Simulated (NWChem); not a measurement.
System: ZnCl, doublet; SMILES [Cl][Zn]

Excerpt of the output:

```
             Northwest Computational Chemistry Package (NWChem) 7.3.0
             --------------------------------------------------------

                             Geometry "geometry" -> ""
                             -------------------------

 Output coordinates in angstroms (scale by  1.889725989 to convert to a.u.)

  No.       Tag          Charge          X              Y              Z
 ---- ---------------- ---------- -------------- -------------- --------------
    1 Zn                  30.0000     0.00000000     0.00000000    -0.77585200
    2 Cl                  17.0000     0.00000000     0.00000000     1.38683200

 Effective nuclear repulsion energy (a.u.)     124.7895656461

                                 NWChem DFT Module
                                 -----------------

 Summary of "ao basis" -> "ao basis" (spherical)
 ------------------------------------------------------------------------------
       Tag                 Description            Shells   Functions and Types
 ---------------- ------------------------------  ------  ---------------------
 Zn                        def2-svpd                12       34   5s4p2d1f
 Cl                        def2-svpd                11       27   5s4p2d

            General Information
            -------------------
          SCF calculation type: DFT
          Wavefunction type:  spin polarized.
          No. of atoms     :     2
          No. of electrons :    47
           Alpha electrons :    24
            Beta electrons :    23
          Charge           :     0
          Spin multiplicity:     2
          Use of symmetry is: off; symmetry adaption is: off
          Maximum number of iterations: 150
          AO basis - number of functions:    61
                     number of shells:    23
          Convergence on energy requested:  1.00D-06
          Convergence on density requested:  1.00D-05
          Convergence on gradient requested:  5.00D-04

              XC Information
              --------------
                        BHLYP Method XC Functional
                     Hartree-Fock (Exact) Exchange  0.500
                        Slater Exchange Functional  0.500 local
                    Becke 1988 Exchange Functional  0.500 non-local
              Lee-Yang-Parr Correlation Functional  1.000

             Grid Information
             ----------------
          Grid used for XC integration:  medium
          Radial quadrature: Mura-Knowles
          Angular quadrature: Lebedev.
          Tag              B.-S. Rad. Rad. Pts. Rad. Cut. Ang. Pts.
          ---              ---------- --------- --------- ---------
          Zn                  1.35      112          11.0       590
          Cl                  1.00       88          11.0       590
          Grid pruning is: on
          Number of quadrature shells:   200
          Spatial weights used:  Erf1

      Superposition of Atomic Density Guess
      -------------------------------------

 Sum of atomic energies:       -2236.89120259

      Non-variational initial energy
      ------------------------------

 Total energy =   -2237.034647
 1-e energy   =   -3367.807833
 2-e energy   =    1005.983620
 HOMO         =      -0.182065
 LUMO         =       0.060683

   convergence    iter        energy       DeltaE   RMS-Dens  Diis-err
 ---------------- ----- ----------------- --------- --------- ---------
 d= 0,ls=0.0,diis     1  -2239.1571466784 -2.36D+03  1.00D-02  4.07D-02
                                                     5.89D-03  3.45D-02
 d= 0,ls=0.0,diis     2  -2239.1776674966 -2.05D-02  2.28D-03  2.21D-02
                                                     2.75D-03  2.22D-02
 d= 0,ls=0.0,diis     3  -2239.1921281038 -1.45D-02  1.26D-03  9.44D-04
                                                     4.08D-04  9.47D-04
 d= 0,ls=0.0,diis     4  -2239.1927996380 -6.72D-04  4.12D-04  2.03D-04
                                                     1.83D-04  1.60D-04
 d= 0,ls=0.0,diis     5  -2239.1929077115 -1.08D-04  2.86D-04  2.05D-05
                                                     1.26D-04  2.86D-05
  Resetting Diis
 d= 0,ls=0.0,diis     6  -2239.1929338418 -2.61D-05  7.41D-05  2.36D-06
                                                     4.94D-05  1.45D-06
 d= 0,ls=0.0,diis     7  -2239.1929370698 -3.23D-06  1.23D-05  2.05D-07
                                                     1.71D-05  2.72D-07
 d= 0,ls=0.0,diis     8  -2239.1929375228 -4.53D-07  6.48D-06  6.24D-08
                                                     8.97D-06  6.37D-08

[...]

                                NWChem TDDFT Module
                                -------------------

            General Information
            -------------------
           No. of orbitals :     122
            Alpha orbitals :      61
             Beta orbitals :      61
        Alpha frozen cores :       0
         Beta frozen cores :       0
     Alpha frozen virtuals :       0
      Beta frozen virtuals :       0
         Spin multiplicity :       2
    Number of AO functions :      61
        Use of symmetry is : off
      Symmetry adaption is : off
         Schwarz screening :  0.10D-07

              XC Information
              --------------
                 BHLYP Method XC Functional
              Hartree-Fock (Exact) Exchange   0.50
                 Slater Exchange Functional   0.50 local
             Becke 1988 Exchange Functional   0.50 non-local
       Lee-Yang-Parr Correlation Functional   1.00

             TDDFT Information
             -----------------
          Calculation type : Tamm-Dancoff TDDFT
         Wavefunction type : Unrestricted
          No. of electrons :      47
           Alpha electrons :      24
            Beta electrons :      23
              No. of roots :       6
          Max subspacesize :    5200
            Max iterations :     100
               Target root :       1
           Target symmetry : none
      Symmetry restriction : off
                 Algorithm : Optimal
        Davidson threshold :  0.10D-03

    6 smallest eigenvalue differences (eV)
--------------------------------------------------------
  No. Spin  Occ  Vir  Irrep   E(Occ)    E(Vir)   E(Diff)
--------------------------------------------------------
    1    2   23   24 a        -0.360    -0.107     6.869
    2    2   22   24 a        -0.360    -0.107     6.869
    3    1   24   25 a        -0.270    -0.013     6.988
    4    1   24   26 a        -0.270    -0.013     6.988
    5    2   21   24 a        -0.405    -0.107     8.110
    6    1   24   27 a        -0.270     0.035     8.308
--------------------------------------------------------

  Entering Davidson iterations
  Unrestricted

  Iter   NTrls   NConv    DeltaV     DeltaE      Time
  ----  ------  ------  ---------  ---------  ---------
    1      6       0     0.77E-01   0.10+100        5.7
    2     12       0     0.38E-01   0.14E-01        3.9
    3     18       0     0.96E-02   0.24E-02        4.1
    4     24       0     0.48E-02   0.15E-03        4.0
    5     30       2     0.30E-02   0.28E-04        4.0
    6     34       4     0.85E-03   0.46E-05        3.5
    7     36       4     0.24E-03   0.49E-06        3.0
    8     38       6     0.92E-04   0.48E-07        3.0
  ----  ------  ------  ---------  ---------  ---------
  Convergence criterion met

  Ground state a       -2239.192937522821 a.u.
  <S2> =   0.7522

  ----------------------------------------------------------------------------
  Root   1         a              0.141880213 a.u.                3.8608 eV
  <S2> =   0.8049
  ----------------------------------------------------------------------------
     Transition Moments    X  0.07015   Y -0.06936   Z -0.00000
     Dipole Oscillator Strength                    0.0009205026
     Electric Quadrupole                           0.0000000191
     Magnetic Dipole                               0.0000000792
     Total Oscillator Strength                     0.0009206009

     Occ.   24 alpha a   ---  Virt.   25 alpha a       -0.27458
     Occ.   22 beta  a   ---  Virt.   24 beta  a        0.94510
     Occ.   22 beta  a   ---  Virt.   27 beta  a        0.09530
     Occ.   22 beta  a   ---  Virt.   28 beta  a       -0.09826
     Occ.   22 beta  a   ---  Virt.   35 beta  a        0.05658
  ----------------------------------------------------------------------------
  Root   2         a              0.141880214 a.u.                3.8608 eV
  <S2> =   0.8049
  ----------------------------------------------------------------------------
     Transition Moments    X -0.06936   Y -0.07015   Z -0.00000
     Dipole Oscillator Strength                    0.0009205017
     Electric Quadrupole                           0.0000000191
     Magnetic Dipole                               0.0000000792
     Total Oscillator Strength                     0.0009205999

     Occ.   24 alpha a   ---  Virt.   26 alpha a        0.27458
     Occ.   23 beta  a   ---  Virt.   24 beta  a       -0.94510
     Occ.   23 beta  a   ---  Virt.   27 beta  a       -0.09530
     Occ.   23 beta  a   ---  Virt.   28 beta  a        0.09826
     Occ.   23 beta  a   ---  Virt.   35 beta  a       -0.05658
  ----------------------------------------------------------------------------
  Root   3         a              0.156416708 a.u.                4.2563 eV
  <S2> =   0.7587
  ----------------------------------------------------------------------------
     Transition Moments    X  0.85574   Y -0.85063   Z  0.00000
     Dipole Oscillator Strength                    0.1518143691
     Electric Quadrupole                           0.0000002598
     Magnetic Dipole                               0.0000011039
     Total Oscillator Strength                     0.1518157328

[...]
```

Level: BHandHLYP/def2-SVPD, spin-unrestricted, TDA. Geometry: optimised at PBE0/def2-SVP, spin-unrestricted. This spin state was assumed; another may lie lower. No stability test was run on the SCF state.

### Question
Reconstruct the input file.

### Answer
This is not unique; one that fits is the input that was run:
```
start job
memory heap 200 mb stack 900 mb global 1100 mb
geometry units angstroms noautosym nocenter noautoz
  Zn     0.000000     0.000000    -0.775852
  Cl     0.000000     0.000000     1.386832
end
basis spherical
  * library def2-svpd
end
dft
  odft
  mult 2
  xc bhlyp
  iterations 150
end
tddft
  cis
  nroots 6
end
task tddft energy
```
